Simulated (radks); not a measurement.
Dipole-allowed excitations along the series with 46 electrons in [Kr] 4d10. Calculated with a radial shooting solver on a logarithmic mesh with Libxc functionals: scalar-relativistic Kohn-Sham, LDA (Slater exchange, Perdew-Wang correlation), spin-unpolarised, spherical densities, finite nucleus; Fermi nuclear charge, rms radius of each element as measured or else 0.836 A^(1/3) + 0.57 fm. Time-dependent linear response with the Hartree and adiabatic LDA kernel, continuum included through the Sternheimer equations, no spin-orbit coupling, so fine structure and intercombination lines are absent. Lines are the poles of the dipole polarisability below minus the highest occupied eigenvalue, found on a grid refined at the orbital gaps; the lowest seven at most are given, and weak or close lines can be missed. The first line takes the name of the lowest orbital gap if no other gap lies below it; otherwise a line is named after a gap within 0.6 % of it, if that gap stands alone.

| species | -e(HOMO) (eV) | lowest orbital gap (eV) | first line (eV) | f | static alpha (bohr^3) |
|---|---|---|---|---|---|
| Ho21+ | 700.02 | 4d-4f 164.67 | 203.53 (4d-4f) | 6.11 | 0.1426 |
| Er22+ | 753.51 | 4d-4f 170.47 | 210.37 (4d-4f) | 5.90 | 0.1293 |
| Tm23+ | 808.77 | 4d-4f 176.27 | 217.19 (4d-4f) | 5.71 | 0.1176 |
